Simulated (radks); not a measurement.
Values are calculated unless marked as measured or tabulated.
Spherical quantum dot in the effective-mass picture: electrons in a parabolic well V = omega^2 r^2 / 2 with omega = 0.0579, all in effective atomic units (hartree* = m*/eps^2 hartree, bohr* = eps/m* bohr), one dielectric constant everywhere. Level of theory: non-relativistic Kohn-Sham, LDA (Slater exchange, Perdew-Wang correlation), spin-polarised, spherical densities (a radial shooting solver with Libxc functionals). Levels are named by radial order and angular momentum (1s, 1p, 1d, 2s, ...), and open shells are averaged over m. Each electron was tried in the lowest free levels, single moves between levels near the top were tried too, and the lowest total energy was kept; such a search can miss a lower state. At N = 1 the Hartree and exchange-correlation terms need not cancel, so that row can carry a self-interaction error.

| N | open shells | 2S | E (hartree*) | mu = E(N) - E(N-1) (hartree*) | addition energy mu(N+1) - mu(N) (hartree*) | e(HOMO) (hartree*) | rms radius (bohr*) |
|---|---|---|---|---|---|---|---|
| 1 | 1s(up 1, down 0) | 1 | 0.0880715 | 0.088072 | 0.1433 | 0.15269 | 5.189 |
| 2 | none | 0 | 0.319409 | 0.23134 | 0.1376 | 0.28590 | 6.281 |
| 3 | 1p(up 1, down 0) | 1 | 0.688376 | 0.36897 | 0.09008 | 0.41445 | 7.342 |
| 4 | 1p(up 2, down 0) | 2 | 1.14742 | 0.45905 | 0.08661 | 0.50302 | 8.077 |
| 5 | 1p(up 3, down 0) | 3 | 1.69308 | 0.54566 | 0.09561 | 0.58764 | 8.676 |
| 6 | 1p(up 3, down 1) | 2 | 2.33435 | 0.64127 | 0.07569 | 0.67940 | 9.228 |
| 7 | 1p(up 3, down 2) | 1 | 3.05130 | 0.71695 | 0.07374 | 0.75417 | 9.708 |
| 8 | none | 0 | 3.84199 | 0.79069 | 0.09275 | 0.82685 | 10.14 |
| 9 | 1d(up 1, down 0) | 1 | 4.72543 | 0.88344 | 0.06699 | 0.91718 | 10.58 |
| 10 | 1d(up 2, down 0) | 2 | 5.67586 | 0.95043 | 0.06553 | 0.98344 | 10.98 |
| 11 | 1d(up 3, down 0) | 3 | 6.69183 | 1.0160 | 0.06411 | 1.0483 | 11.34 |
| 12 | 1d(up 4, down 0) | 4 | 7.77190 | 1.0801 | 0.06274 | 1.1117 | 11.68 |
| 13 | 1d(up 5, down 0) | 5 | 8.91472 | 1.1428 | 0.07120 | 1.1738 | 12.00 |
| 14 | 1d(up 5, down 1) | 4 | 10.1287 | 1.2140 | 0.05902 | 1.2437 | 12.30 |
| 15 | 1d(up 5, down 2) | 3 | 11.4018 | 1.2730 | 0.05812 | 1.3023 | 12.59 |
| 16 | 1d(up 5, down 3) | 2 | 12.7329 | 1.3312 | 0.05722 | 1.3599 | 12.87 |
| 17 | 1d(up 5, down 4) | 1 | 14.1213 | 1.3884 | 0.05634 | 1.4167 | 13.13 |
| 18 | none | 0 | 15.5660 | 1.4447 | 0.06155 | 1.4726 | 13.39 |
| 19 | 2s(up 1, down 0) | 1 | 17.0723 | 1.5063 | 0.06303 | 1.5342 | 13.64 |
| 20 | none | 0 | 18.6416 | 1.5693 | 0.05433 | 1.5965 | 13.88 |
| 21 | 1f(up 1, down 0) | 1 | 20.2653 | 1.6236 | 0.05227 | 1.6499 | 14.11 |
| 22 | 1f(up 2, down 0) | 2 | 21.9412 | 1.6759 | 0.05164 | 1.7018 | 14.34 |
| 23 | 1f(up 3, down 0) | 3 | 23.6687 | 1.7276 | 0.05104 | 1.7532 | 14.56 |
| 24 | 1f(up 4, down 0) | 4 | 25.4473 | 1.7786 | 0.05045 | 1.8039 | 14.77 |
| 25 | 1f(up 5, down 0) | 5 | 27.2764 | 1.8290 | 0.04988 | 1.8541 | 14.98 |
| 26 | 1f(up 6, down 0) | 6 | 29.1553 | 1.8789 | 0.04933 | 1.9037 | 15.18 |
| 27 | 1f(up 7, down 0) | 7 | 31.0835 | 1.9283 | 0.05615 | 1.9527 | 15.37 |
| 28 | 1f(up 7, down 1) | 6 | 33.0679 | 1.9844 | 0.04781 | 2.0084 | 15.56 |
| 29 | 1f(up 7, down 2) | 5 | 35.1002 | 2.0322 | - | 2.0560 | 15.75 |

All shells are closed at N = 2, 8, 18, 20 (there: 1s2 1p6 1d10 2s2); the second difference of the energy has clear peaks (12 % above both neighbours; the first and last values, which can be the largest, are not judged, and half-filled shells can peak too) at N = 8, 13, 27.
